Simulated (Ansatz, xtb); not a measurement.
Pulling on the B1–H3 bond in BFHI (SMILES FBI) (multiplicity 1 held, fragments rigid). Energies count from the point at 1.186 Å.
Geometry at that point (charge 0, multiplicity 1):
```xyz
4

B     -0.24475    -1.33346     0.80642
F      0.79230    -1.74376     1.49668
H     -1.26010    -1.94583     0.81786
I     -0.08768     0.45862    -0.34566
```

Active spaces are followed from a long bond inwards. Levels need not reach the same state.

Cores are frozen in the correlated methods. Filled d and f shells under p-block atoms count as core.

The values were computed with Ansatz (Gaussian basis) for Hartree–Fock, density functionals and correlated methods; xtb for the GFN methods.  In def2 rows elements past Kr take small-core potentials, without spin–orbit coupling. The GFN methods have no spin term and hold the electronic entropy of 300 K.

Energies in kJ/mol.

```
R (Å)  GFN2-xTB  SC-NEVPT2 on CASSCF(2,2)/def2-TZVPP  FIC-MRCISD on CASSCF(2,2)/def2-TZVPP  FIC-MRCISD+Q on CASSCF(2,2)/def2-TZVPP
-----  --------  -----------------------------------  ------------------------------------  --------------------------------------
0.949        99                                  107                                   104                                     104
1.067        15                                   22                                    21                                      21
1.186         0                                    0                                     0                                       0
1.304        16                                   12                                    14                                      14
1.423        46                                   43                                    46                                      46
1.601       102                                  105                                   109                                     110
1.779       163                                  170                                   176                                     177
2.075       261                                  266                                   274                                     276
2.372       347                                  338                                   347                                     350
2.727       425                                  391                                   401                                     405
3.202       491                                  423                                   432                                     437
3.794       529                                  434                                   443                                     448
```

Ansatz is a first-principles code.
